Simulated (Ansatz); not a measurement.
Kohn–Sham single points on C2H10O4Si2 (`C[SiH](O)O[Si](C)(O)O`).

```yaml
crystal:
  periodic: [false, false, false]
  atoms:
    - {symbol: C, position_ang: [2.485529, 0.139516, 0.628601]}
    - {symbol: Si, position_ang: [0.854887, 0.824664, 1.190621]}
    - {symbol: O, position_ang: [0.740958, 0.900459, 2.825909]}
    - {symbol: O, position_ang: [-0.346333, -0.118953, 0.603724]}
    - {symbol: Si, position_ang: [-1.098623, -0.659537, -0.741161]}
    - {symbol: C, position_ang: [-1.950446, 0.734927, -1.597329]}
    - {symbol: O, position_ang: [-2.110297, -1.862870, -0.269366]}
    - {symbol: O, position_ang: [-0.044365, -1.309778, -1.811036]}
    - {symbol: H, position_ang: [2.638380, -0.875210, 1.007819]}
    - {symbol: H, position_ang: [3.315032, 0.761180, 0.973835]}
    - {symbol: H, position_ang: [2.519268, 0.092519, -0.463207]}
    - {symbol: H, position_ang: [0.652515, 2.222225, 0.740959]}
    - {symbol: H, position_ang: [0.916559, 0.103291, 3.327007]}
    - {symbol: H, position_ang: [-1.224674, 1.471682, -1.950385]}
    - {symbol: H, position_ang: [-2.513259, 0.372722, -2.459895]}
    - {symbol: H, position_ang: [-2.643163, 1.241649, -0.921629]}
    - {symbol: H, position_ang: [-2.452858, -1.810382, 0.623450]}
    - {symbol: H, position_ang: [0.223391, -2.216805, -1.656119]}
basis:
  gaussian: {orbitals: def2-TZVPP}
hamiltonian: {xc: {name: B3LYP}, dispersion: d4}
output: {forces: true, orbitals: {seedname: orbitals}}
```

```sh
$ ansatz run in.yaml --threads 3 --pin off --events-out ev --progress --plain --backend cuda
```

It prints (some lines left out):

```
Functional definition: B3LYP
2136 factors; their error is unknown
mean field evaluation 1: about -26168.0244 eV, gradient 1.3e2 eV
mean field evaluation 2: about -26137.6165 eV, gradient 1.8e2 eV
mean field evaluation 4: about -26194.9334 eV, gradient 8.1e0 eV
mean field evaluation 8: about -26195.0699 eV, gradient 1.6e-1 eV
mean field evaluation 16: about -26195.0976 eV, gradient 8.1e-4 eV
mean field -26195.09756326 eV, -962.6520797748 hartree, gradient 1.9e-5 eV, S^2 0.000000; 0 other end points of the search recorded, 0 dependent functions left out
reference -26195.09791853 eV, -962.6520928308 hartree; 41, 41 occupied and 369, 369 virtual orbitals, 2136 factors
Total energy: -26195.82985616 eV, -962.6789910428 hartree
Atom 0 at     2.485529     0.139516     0.628601 Å, force     0.089390    -0.031031    -0.045789 eV/Å
Atom 1 at     0.854887     0.824664     1.190621 Å, force     0.023287     0.216050    -0.080691 eV/Å
Atom 2 at     0.740958     0.900459     2.825909 Å, force     0.003735    -0.009146     0.125455 eV/Å
Atom 3 at    -0.346333    -0.118953     0.603724 Å, force    -0.010589    -0.000118     0.025616 eV/Å
Atom 4 at    -1.098623    -0.659537    -0.741161 Å, force    -0.065492     0.056796    -0.039229 eV/Å
Atom 5 at    -1.950446     0.734927    -1.597329 Å, force    -0.048580     0.084475    -0.054088 eV/Å
Atom 6 at    -2.110297    -1.862870    -0.269366 Å, force    -0.094191    -0.080352     0.051142 eV/Å
Atom 7 at    -0.044365    -1.309778    -1.811036 Å, force     0.092615    -0.067329    -0.070255 eV/Å
Atom 8 at     2.638380    -0.875210     1.007819 Å, force     0.006448     0.045959    -0.023363 eV/Å
Atom 9 at     3.315032     0.761180     0.973835 Å, force    -0.027000    -0.040766    -0.024413 eV/Å
Atom 10 at     2.519268     0.092519    -0.463207 Å, force     0.016535    -0.004770     0.056050 eV/Å
Atom 11 at     0.652515     2.222225     0.740959 Å, force     0.012504    -0.084627     0.022970 eV/Å
Atom 12 at     0.916559     0.103291     3.327007 Å, force    -0.005605    -0.005893     0.066727 eV/Å
Atom 13 at    -1.224674     1.471682    -1.950385 Å, force    -0.049675    -0.025512     0.010114 eV/Å
Atom 14 at    -2.513259     0.372722    -2.459895 Å, force     0.021279     0.035715     0.037339 eV/Å
Atom 15 at    -2.643163     1.241649    -0.921629 Å, force     0.029470    -0.014047    -0.043730 eV/Å
Atom 16 at    -2.452858    -1.810382     0.623450 Å, force    -0.038613    -0.045487     0.026701 eV/Å
Atom 17 at     0.223391    -2.216805    -1.656119 Å, force     0.044482    -0.029917    -0.040555 eV/Å
Dipole moment:     0.122706    -0.297699     0.230119 e Å
```

Run time 4.4 s (3 threads of an AMD EPYC 7R13 on a shared host and a share of an NVIDIA H100 80 GB); peak host memory 0.97 GiB.

Changing it to `hamiltonian: {xc: {name: B2PLYP}}` and no forces (abridged; 4 s):

```
Functional definition: B2PLYP
mean field evaluation 16: about -26166.5383 eV, gradient 6.2e-5 eV
mean field -26166.53826725 eV, -961.6025450046 hartree, gradient 3.2e-6 eV, S^2 0.000000
16 core orbitals not correlated: weight in the atoms' cores, before any rotation towards them, 1.000 or more for the frozen orbitals, at most 0.000 for the correlated occupied ones
second order -50.43543230 eV of doubles, -0.00000000 eV of singles
Total energy: -26180.15605546 eV, -962.1029894910 hartree
```

Changing it to `hamiltonian: {xc: {name: BLYP}, dispersion: d4}` and no forces (abridged; 2.6 s):

```
Functional definition: BLYP
mean field evaluation 16: about -26190.7206 eV, gradient 3.1e-3 eV
mean field -26190.72059404 eV, -962.4912291231 hartree, gradient 6.3e-5 eV, S^2 0.000000
Total energy: -26191.70340986 eV, -962.5273469381 hartree
```

Changing it to `hamiltonian: {xc: {name: wB97X-V}}` and no forces (abridged; 2.5 s):

```
Functional definition: wB97X-V
mean field evaluation 16: about -26188.0027 eV, gradient 2.6e-4 eV
mean field -26188.00269614 eV, -962.3913482175 hartree, gradient 7.0e-5 eV, S^2 0.000000
Total energy: -26188.00269349 eV, -962.3913481200 hartree
```

The same input with `hamiltonian: {xc: {name: B97M-V}}` and no forces (abridged; 3.8 s):

```
Functional definition: B97M-V
mean field evaluation 16: about -26187.4798 eV, gradient 2.1e-3 eV
mean field -26187.47983506 eV, -962.3721334271 hartree, gradient 3.9e-5 eV, S^2 0.000000
Total energy: -26187.47991477 eV, -962.3721363564 hartree
```

With the line `hamiltonian: {xc: r2scan, dispersion: d4}` (abridged; 3.5 s):

```
Functional definition: r2SCAN
mean field evaluation 16: about -26187.2129 eV, gradient 6.4e-3 eV
mean field -26187.21286763 eV, -962.3623225549 hartree, gradient 1.2e-5 eV, S^2 0.000000
Total energy: -26187.33707043 eV, -962.3668869239 hartree
Atom 0 force    -0.016409     0.028198    -0.001687 eV/Å
Atom 1 force     0.034200     0.023397    -0.042843 eV/Å
Atom 2 force    -0.008281     0.035774     0.040572 eV/Å
Atom 3 force    -0.008391     0.006236     0.045753 eV/Å
Atom 4 force    -0.031910     0.042280    -0.012334 eV/Å
Atom 5 force     0.017203    -0.027292     0.008779 eV/Å
Atom 6 force    -0.034817    -0.045969    -0.012863 eV/Å
Atom 7 force     0.023404     0.003369    -0.057718 eV/Å
Atom 8 force     0.005586     0.014955    -0.010687 eV/Å
Atom 9 force    -0.003207    -0.025420    -0.015529 eV/Å
Atom 10 force     0.018757    -0.007586     0.019742 eV/Å
Atom 11 force     0.004789    -0.022390     0.012544 eV/Å
Atom 12 force     0.006319    -0.020839     0.015982 eV/Å
Atom 13 force    -0.025966    -0.003657    -0.002093 eV/Å
Atom 14 force     0.006512     0.022504     0.011706 eV/Å
Atom 15 force     0.011827     0.000440    -0.023820 eV/Å
Atom 16 force    -0.012452    -0.001567     0.020850 eV/Å
Atom 17 force     0.012836    -0.022432     0.003646 eV/Å
Dipole moment:     0.121168    -0.307120     0.231835 e Å
```

B3LYP takes the VWN-RPA correlation (the form of Gaussian; ORCA's B3LYP/G).
